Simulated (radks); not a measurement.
Results of a calculation; reference values are marked as such.
The neodymium ion Nd4+, configuration [Xe] 4f2.

Code: a radial shooting solver on a logarithmic mesh with Libxc functionals. Model: scalar-relativistic Kohn-Sham, PBE, spin-unpolarised, spherical densities, finite nucleus; Fermi nuclear charge, rms radius 4.9123 fm.

Energy parts (eV):
total: -261788.57
kinetic: 278610.16
electron-nucleus: -632969.49
Hartree: 98566.70
exchange-correlation: -5995.94

Orbitals (lengths in bohr, moments of r in powers of bohr):
| orbital | occ. | eigenvalue (eV) | <r> |
|---|---|---|---|
| 1s | 2 | -43448.29 | 0.02363 |
| 2s | 2 | -7071.319 | 0.1010 |
| 2p | 6 | -6326.997 | 0.08881 |
| 3s | 2 | -1576.614 | 0.2664 |
| 3p | 6 | -1341.851 | 0.2645 |
| 3d | 10 | -1015.985 | 0.2418 |
| 4s | 2 | -354.9975 | 0.6048 |
| 4p | 6 | -277.6971 | 0.6392 |
| 4d | 10 | -167.6459 | 0.6975 |
| 5s | 2 | -83.0293 | 1.398 |
| 5p | 6 | -62.5657 | 1.578 |
| 4f | 2 | -49.7654 | 0.9003 |
| 5d | 0 | -36.1971 | 2.054 |
| 6s | 0 | -30.3191 | 2.997 |
| 6p | 0 | -24.4721 | 3.413 |

The highest occupied level is 4f at -49.765 eV. The density falls to 0.001 e/bohr^3 at r = 3.23 bohr. Summed over all electrons, <r^2> = 33.84 bohr^2, which gives a Langevin (diamagnetic) susceptibility term of -26.8 x 10^-6 cm^3/mol.
